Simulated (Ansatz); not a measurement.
`C=C[SiH2]O[SiH3]` + `[OH][Al]([O][SiH3])[O][SiH3]` → `[SiH3][O][Al]([O][SiH3])[O][SiH3]` + `C=C[SiH2]O`  (ligand exchange at the Si–O bond)

Isolated molecules relaxed with PBE0-D4/def2-TZVP in Ansatz; ΔE leaves out vibrations. CCSD(T)/CBS adds triple-zeta CCSD(T) − MP2 to the extrapolated MP2 energy (def2 sets, frozen cores). DFT in def2-TZVPP. B3LYP here is the variant with VWN-RPA as its local correlation; programs differ in this. HSE06 is defined as in plane-wave codes. One conformer a species, not always the lowest.

Task: Is it downhill or uphill in electronic energy at CCSD(T)/CBS, and by how much? (Estimate.)

Result: The calculation gave: Nearly level: ΔE = -0.02 eV.

Task: What do these levels give: PBE-D4, PBE0-D4, r2SCAN0-D4, HSE06-D4, BHLYP-D4, PBE-QIDH, B3LYP, r2SCANh, HF/def2-TZVPP, MP2/def2-QZVPP, SCS-MP2/def2-QZVPP, HF/CBS(def2)? (Estimate.)

Result: The calculation gave: PBE-D4 -0.02, PBE0-D4 -0.03, r2SCAN0-D4 -0.04, HSE06-D4 -0.03, BHLYP-D4 -0.03, PBE-QIDH -0.04, B3LYP -0.05, r2SCANh -0.04, HF/def2-TZVPP -0.08, MP2/def2-QZVPP -0.02, SCS-MP2/def2-QZVPP -0.02, HF/CBS(def2) -0.07 eV.

Largest T1 diagnostic among the species: 0.012.

At CCSD(T), def2-SVP lies −0.04 eV from the extrapolated value and def2-TZVPP −0.02 eV. Leaving LDA and LC-ωPBE aside and taking each functional with its dispersion term where it has one, the values, not all of them listed here, spread over 0.04 eV, from PBE-QIDH to revPBE-D4. In def2-TZVPP, CCSD(T) changes the Hartree–Fock value by +0.04 eV (the triples alone add +0.01 eV) and MP2 by +0.05 eV.
